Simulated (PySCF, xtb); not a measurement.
AlHFCl, SMILES [F][AlH][Cl].

Harmonic wavenumbers (cm⁻¹) from GFN2-xTB in xtb 6.7.1 at its own minimum, in rising order: 163, 464, 540, 610, 800, 1991.

Task: What does PBE-D3(BJ)/def2-TZVP run with PySCF give at its own minimum? (Estimate from the structure and the level; the computed values follow.)

Result: 201, 451, 511, 631, 828, 1966. Paired by order, the mean absolute difference is 26 cm⁻¹ and the zero-point energies are 6.5 and 6.6 kcal/mol.
